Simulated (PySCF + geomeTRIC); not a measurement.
Calculation: TPSS-D3(BJ)/def2-SVP in PySCF + geomeTRIC. fastk is a local helper that only speeds up exchange builds. No frequencies were computed at this level.

```python
import json, numpy as np
from pyscf import gto, dft
from fastk import lowrank_exchange
atoms = """
Ti    -0.383482    -0.027352     0.012911
N     -0.155840     1.789364     0.405364
H      0.763977     2.232253     0.366621
H     -0.854473     2.497070     0.173279
N      1.142656    -0.577505    -0.914732
H      1.292007    -0.413339    -1.911638
H      1.634708    -1.435514    -0.661195
N     -1.907655    -0.172755    -1.054658
H     -1.928332     0.004547    -2.059784
H     -2.660543    -0.825835    -0.834270
O     -0.573139    -1.017558     1.428793
C     -0.565179    -0.771302     2.793403
H     -0.674564     0.309152     2.997599
H      0.378531    -1.123287     3.241915
H     -1.395053    -1.307946     3.280820
"""
def scf(charge, spin, dm0=None):
    mol = gto.M(atom=atoms, basis='def2-svp', ecp={}, charge=charge, spin=spin, verbose=3, max_memory=10080)
    mf = dft.KS(mol, xc='tpss').density_fit(auxbasis="def2-universal-jkfit")
    mf.disp = 'd3bj'
    mf.grids.level = 3
    mf.conv_tol = 1e-8
    mf.max_cycle = 120
    mf.level_shift = 0.25
    mf.kernel(dm0)
    if not mf.converged:
        mf = mf.newton().run(mf.mo_coeff, mf.mo_occ).undo_soscf()
    return mf
mf = scf(0, 0)
from pyscf.geomopt.geometric_solver import kernel as optimize
path = []
done, mol = optimize(mf, maxsteps=120, assert_convergence=False, callback=lambda env: path.append((env["energy"], bool(env["g_scanner"].converged))))
res = dict(converged=bool(done and path[-1][1]), energy=path[-1][0], path=[e for e, c in path], xyz=mol.atom_coords(unit="Angstrom").tolist(), nao=mol.nao)
json.dump(res, open("result.json", "w"))
```

Output:

```
converged SCF energy = -1132.38410473765
Geometry optimization cycle 1
converged SCF energy = -1132.38410472744
cycle 1: E = -1132.38410473  dE = -1132.38  norm(grad) = 0.0490244
Geometry optimization cycle 2
converged SCF energy = -1132.38993214322
cycle 2: E = -1132.38993214  dE = -0.00582742  norm(grad) = 0.0122686
Geometry optimization cycle 3
converged SCF energy = -1132.39061661408
cycle 3: E = -1132.39061661  dE = -0.000684471  norm(grad) = 0.0074511
Geometry optimization cycle 4
converged SCF energy = -1132.39128041248
cycle 4: E = -1132.39128041  dE = -0.000663798  norm(grad) = 0.00675099
Geometry optimization cycle 5
converged SCF energy = -1132.39161536465
cycle 5: E = -1132.39161536  dE = -0.000334952  norm(grad) = 0.00578604
Geometry optimization cycle 6
converged SCF energy = -1132.39180812303
cycle 6: E = -1132.39180812  dE = -0.000192758  norm(grad) = 0.00319438
Geometry optimization cycle 7
converged SCF energy = -1132.39187132821
cycle 7: E = -1132.39187133  dE = -6.32052e-05  norm(grad) = 0.00158544
Geometry optimization cycle 8
converged SCF energy = -1132.39189536633
cycle 8: E = -1132.39189537  dE = -2.40381e-05  norm(grad) = 0.000960188
Geometry optimization cycle 9
converged SCF energy = -1132.39190450527
cycle 9: E = -1132.39190451  dE = -9.13894e-06  norm(grad) = 0.000773436
Geometry optimization cycle 10
converged SCF energy = -1132.39190884972
cycle 10: E = -1132.39190885  dE = -4.34445e-06  norm(grad) = 0.000670794
Geometry optimization cycle 11
converged SCF energy = -1132.39191319814
cycle 11: E = -1132.3919132  dE = -4.34843e-06  norm(grad) = 0.000691782
Geometry optimization cycle 12
converged SCF energy = -1132.39191875978
cycle 12: E = -1132.39191876  dE = -5.56163e-06  norm(grad) = 0.000868272
Geometry optimization cycle 13
converged SCF energy = -1132.3919239945
cycle 13: E = -1132.39192399  dE = -5.23472e-06  norm(grad) = 0.000915144
Geometry optimization cycle 14
converged SCF energy = -1132.39192703751
cycle 14: E = -1132.39192704  dE = -3.04302e-06  norm(grad) = 0.000689875
Geometry optimization cycle 15
converged SCF energy = -1132.3919284133
cycle 15: E = -1132.39192841  dE = -1.37579e-06  norm(grad) = 0.000498797
Geometry optimization cycle 16
converged SCF energy = -1132.39192913088
cycle 16: E = -1132.39192913  dE = -7.17576e-07  norm(grad) = 0.000537091
Geometry optimization cycle 17
converged SCF energy = -1132.39192932045
cycle 17: E = -1132.39192932  dE = -1.89576e-07  norm(grad) = 0.00061255
Geometry optimization cycle 18
converged SCF energy = -1132.3919301431
cycle 18: E = -1132.39193014  dE = -8.22647e-07  norm(grad) = 0.000507624
Geometry optimization cycle 19
converged SCF energy = -1132.39193140596
cycle 19: E = -1132.39193141  dE = -1.26286e-06  norm(grad) = 0.000383945
Geometry optimization cycle 20
converged SCF energy = -1132.39193253277
cycle 20: E = -1132.39193253  dE = -1.12681e-06  norm(grad) = 0.000442856
Geometry optimization cycle 21
converged SCF energy = -1132.39193373356
cycle 21: E = -1132.39193373  dE = -1.20079e-06  norm(grad) = 0.000459695
Geometry optimization cycle 22
converged SCF energy = -1132.39193495938
cycle 22: E = -1132.39193496  dE = -1.22582e-06  norm(grad) = 0.000368832
Geometry optimization cycle 23
converged SCF energy = -1132.39193610926
cycle 23: E = -1132.39193611  dE = -1.14988e-06  norm(grad) = 0.000239203
Geometry optimization cycle 24
converged SCF energy = -1132.39193730471
cycle 24: E = -1132.3919373  dE = -1.19545e-06  norm(grad) = 0.000200593
Geometry optimization cycle 25
converged SCF energy = -1132.39193799349
cycle 25: E = -1132.39193799  dE = -6.88787e-07  norm(grad) = 0.000258091
<class 'geometric.internal.Distance'> : 14
<class 'geometric.internal.Angle'> : 19
<class 'geometric.internal.OutOfPlane'> : 3
<class 'geometric.internal.Dihedral'> : 24
<class 'geometric.internal.TranslationX'> : 1
<class 'geometric.internal.TranslationY'> : 1
<class 'geometric.internal.TranslationZ'> : 1
<class 'geometric.internal.RotationA'> : 1
<class 'geometric.internal.RotationB'> : 1
<class 'geometric.internal.RotationC'> : 1
Step    0 : Gradient = 1.266e-02/2.641e-02 (rms/max) Energy = -1132.3841047274
Step    1 : Displace = 7.748e-02/1.266e-01 (rms/max) Trust = 1.000e-01 (=) Grad = 3.168e-03/5.494e-03 (rms/max) E (change) = -1132.3899321432 (-5.827e-03) Quality = 0.832
Step    2 : Displace = 1.837e-02/3.120e-02 (rms/max) Trust = 1.414e-01 (+) Grad = 1.924e-03/3.849e-03 (rms/max) E (change) = -1132.3906166141 (-6.845e-04) Quality = 1.475
Step    3 : Displace = 4.114e-02/6.143e-02 (rms/max) Trust = 2.000e-01 (+) Grad = 1.743e-03/3.314e-03 (rms/max) E (change) = -1132.3912804125 (-6.638e-04) Quality = 1.312
Step    4 : Displace = 3.372e-02/5.143e-02 (rms/max) Trust = 2.828e-01 (+) Grad = 1.494e-03/2.656e-03 (rms/max) E (change) = -1132.3916153646 (-3.350e-04) Quality = 1.389
Step    5 : Displace = 2.532e-02/4.368e-02 (rms/max) Trust = 3.000e-01 (+) Grad = 8.248e-04/1.574e-03 (rms/max) E (change) = -1132.3918081230 (-1.928e-04) Quality = 1.299
Step    6 : Displace = 1.237e-02/2.294e-02 (rms/max) Trust = 3.000e-01 (=) Grad = 4.094e-04/7.888e-04 (rms/max) E (change) = -1132.3918713282 (-6.321e-05) Quality = 1.308
Step    7 : Displace = 9.517e-03/1.793e-02 (rms/max) Trust = 3.000e-01 (=) Grad = 2.479e-04/4.784e-04 (rms/max) E (change) = -1132.3918953663 (-2.404e-05) Quality = 1.270
Step    8 : Displace = 6.919e-03/1.214e-02 (rms/max) Trust = 3.000e-01 (=) Grad = 1.997e-04/5.204e-04 (rms/max) E (change) = -1132.3919045053 (-9.139e-06) Quality = 1.233
Step    9 : Displace = 4.716e-03/8.320e-03 (rms/max) Trust = 3.000e-01 (=) Grad = 1.732e-04/4.656e-04 (rms/max) E (change) = -1132.3919088497 (-4.344e-06) Quality = 1.285
Step   10 : Displace = 5.542e-03/1.109e-02 (rms/max) Trust = 3.000e-01 (=) Grad = 1.786e-04/3.871e-04 (rms/max) E (change) = -1132.3919131981 (-4.348e-06) Quality = 1.242
Step   11 : Displace = 8.904e-03/1.949e-02 (rms/max) Trust = 3.000e-01 (=) Grad = 2.242e-04/5.104e-04 (rms/max) E (change) = -1132.3919187598 (-5.562e-06) Quality = 1.082
Step   12 : Displace = 1.168e-02/2.634e-02 (rms/max) Trust = 3.000e-01 (=) Grad = 2.363e-04/6.001e-04 (rms/max) E (change) = -1132.3919239945 (-5.235e-06) Quality = 0.870
Step   13 : Displace = 1.028e-02/2.265e-02 (rms/max) Trust = 3.000e-01 (=) Grad = 1.781e-04/3.993e-04 (rms/max) E (change) = -1132.3919270375 (-3.043e-06) Quality = 0.638
Step   14 : Displace = 6.300e-03/1.240e-02 (rms/max) Trust = 3.000e-01 (=) Grad = 1.288e-04/3.209e-04 (rms/max) E (change) = -1132.3919284133 (-1.376e-06) Quality = 0.485
Step   15 : Displace = 4.220e-03/7.309e-03 (rms/max) Trust = 3.000e-01 (=) Grad = 1.387e-04/3.193e-04 (rms/max) E (change) = -1132.3919291309 (-7.176e-07) Quality = 0.365
Step   16 : Displace = 4.063e-03/7.038e-03 (rms/max) Trust = 3.000e-01 (=) Grad = 1.582e-04/3.989e-04 (rms/max) E (change) = -1132.3919293205 (-1.896e-07) Quality = 0.093
Step   17 : Displace = 1.888e-03/3.562e-03 (rms/max) Trust = 2.032e-03 (-) Grad = 1.311e-04/2.957e-04 (rms/max) E (change) = -1132.3919301431 (-8.226e-07) Quality = 0.414
Step   18 : Displace = 2.117e-03/3.119e-03 (rms/max) Trust = 2.032e-03 (=) Grad = 9.913e-05/1.898e-04 (rms/max) E (change) = -1132.3919314060 (-1.263e-06) Quality = 0.454
Step   19 : Displace = 2.049e-03/2.944e-03 (rms/max) Trust = 2.032e-03 (=) Grad = 1.143e-04/2.356e-04 (rms/max) E (change) = -1132.3919325328 (-1.127e-06) Quality = 0.474
Step   20 : Displace = 2.042e-03/3.001e-03 (rms/max) Trust = 2.032e-03 (=) Grad = 1.187e-04/3.074e-04 (rms/max) E (change) = -1132.3919337336 (-1.201e-06) Quality = 0.482
Step   21 : Displace = 2.094e-03/3.261e-03 (rms/max) Trust = 2.032e-03 (=) Grad = 9.523e-05/2.706e-04 (rms/max) E (change) = -1132.3919349594 (-1.226e-06) Quality = 0.379
Step   22 : Displace = 2.059e-03/3.112e-03 (rms/max) Trust = 2.032e-03 (=) Grad = 6.176e-05/1.639e-04 (rms/max) E (change) = -1132.3919361093 (-1.150e-06) Quality = 0.278
Step   23 : Displace = 1.877e-03/3.384e-03 (rms/max) Trust = 2.032e-03 (=) Grad = 5.179e-05/1.030e-04 (rms/max) E (change) = -1132.3919373047 (-1.195e-06) Quality = 0.244
Step   24 : Displace = 9.689e-04/1.707e-03 (rms/max) Trust = 9.387e-04 (-) Grad = 6.664e-05/1.547e-04 (rms/max) E (change) = -1132.3919379935 (-6.888e-07) Quality = 0.367
Converged! =D
```

Cost: around 24 core-minutes (rough).
